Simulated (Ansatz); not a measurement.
Isolated molecules relaxed with PBE0-D4/def2-TZVP in Ansatz; ΔE leaves out vibrations. CCSD(T)/CBS adds triple-zeta CCSD(T) − MP2 to the extrapolated MP2 energy (def2 sets, frozen cores). Functionals use def2-TZVPP. For Ge outer-core shells are correlated without core-valence functions, which leaves a few kJ/mol of doubt a bond. Scalar relativity is left out up to krypton.

Consider the formal exchange of groups at a B–O bond: `B[O][GeH3]` + `C=C1O[SiH2]1` → `B/C=C1\O[SiH2]1` + `[OH][GeH3]`.

| level | ΔE (kcal/mol) |
| --- | --- |
| r2SCAN | 23.8 |
| BHLYP | 26.0 |

Problem. What does CCSD(T)/CBS give? (Estimate.)

Solution. The calculation gave: +25.3 kcal/mol. The listed levels differ from it by -1.5, 0.7 kcal/mol.

Largest T1 diagnostic among the species: 0.016.

From BLYP to BHLYP (50 % exact exchange), in def2-TZVPP and without D4, ΔE moves by +1.3 kcal/mol. Leaving LDA and LC-ωPBE aside and taking each functional with its dispersion term where it has one, the values, not all of them listed here, spread over 4.1 kcal/mol, from revPBE-D4 to CAM-B3LYP-D4. LDA lies +0.9 kcal/mol from PBE without D4. In def2-TZVPP, CCSD(T) changes the Hartree–Fock value by −1.3 kcal/mol (the triples alone add −0.5 kcal/mol) and MP2 by −2.2 kcal/mol.
